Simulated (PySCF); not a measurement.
Molfile (atoms numbered from 1):
```
C7H7NO
     RDKit          3D

 16 15  0  0  0  0  0  0  0  0999 V2000
    4.7137    0.3429   -0.7020 C   0  0  0  0  0  0  0  0  0  0  0  0
    3.2975    0.1700   -0.5109 C   0  0  0  0  0  0  0  0  0  0  0  0
    2.1089    0.0269   -0.3501 C   0  0  0  0  0  0  0  0  0  0  0  0
    0.7749   -0.1442   -0.1855 C   0  0  0  0  0  0  0  0  0  0  0  0
   -0.4222   -0.2412   -0.0260 C   0  0  0  0  0  0  0  0  0  0  0  0
   -1.8313   -0.5094    0.0935 C   0  0  0  0  0  0  0  0  0  0  0  0
   -2.3259   -1.5875   -0.1663 O   0  0  0  0  0  0  0  0  0  0  0  0
   -2.5389    0.5688    0.5209 N   0  0  0  0  0  0  0  0  0  0  0  0
   -3.9689    0.5317    0.6859 C   0  0  0  0  0  0  0  0  0  0  0  0
    4.9606    0.2409   -1.7592 H   0  0  0  0  0  0  0  0  0  0  0  0
    5.2603   -0.4135   -0.1381 H   0  0  0  0  0  0  0  0  0  0  0  0
    5.0220    1.3317   -0.3610 H   0  0  0  0  0  0  0  0  0  0  0  0
   -2.0556    1.4313    0.7155 H   0  0  0  0  0  0  0  0  0  0  0  0
   -4.2977   -0.4772    0.4405 H   0  0  0  0  0  0  0  0  0  0  0  0
   -4.2477    0.7625    1.7161 H   0  0  0  0  0  0  0  0  0  0  0  0
   -4.4572    1.2426    0.0154 H   0  0  0  0  0  0  0  0  0  0  0  0
  1  2  1  0
  2  3  3  0
  3  4  1  0
  4  5  3  0
  5  6  1  0
  6  7  2  0
  6  8  1  0
  8  9  1  0
  1 10  1  0
  1 11  1  0
  1 12  1  0
  8 13  1  0
  9 14  1  0
  9 15  1  0
  9 16  1  0
M  END
```

PySCF 2.14.0 with density-fitted response routines calculation with PBE0/pcSseg-1 with gauge-including orbitals and geometry from GFN2-xTB; isolated molecule, non-relativistic, one conformer, fast rotation and ring inversion assumed for equivalent nuclei.

List the cross peaks expected in HSQC, COSY and HMBC spectra.

Answers



HSQC (one-bond C–H):
```
                δH         δC
3.14 (H14/H15/H16)  25.9 (C9)
2.20 (H10/H11/H12)   5.6 (C1)
```

COSY cross peaks (H two or three bonds apart, from the bond graph; peaks can be absent where the dihedral angle is near 90°):
```
        δH                  δH
4.88 (H13)  3.14 (H14/H15/H16)
```

HMBC (two and three bonds, from the bond graph):
```
                δH                                δC
        4.88 (H13)  154.1 (C6), 72.5 (C5), 25.9 (C9)
3.14 (H14/H15/H16)                        154.1 (C6)
2.20 (H10/H11/H12)              88.5 (C2), 71.5 (C3)
```

Shifts are taken against calculated references (same method and geometry level): 1H (σ = 31.72 ppm), 13C (σ = 186.93 ppm) vs TMS.

OH and NH positions are those of a molecule without intermolecular hydrogen bonds; in solution they move with solvent, concentration and temperature, and exchange usually removes their couplings. Shifts are as computed. Against solution values, carbons near 30 ppm lie about +3 ppm off and those near 130 ppm about +5 ppm. Of 1211 compounds with measured shifts, 218 miss one by over three times the rms of a fit or turn the order of signals round; such compounds aren't used in these exercises. Hydrogen bonding in solution deshields acid and N–H amide carbonyl carbons by as much as 10 ppm beyond these values.
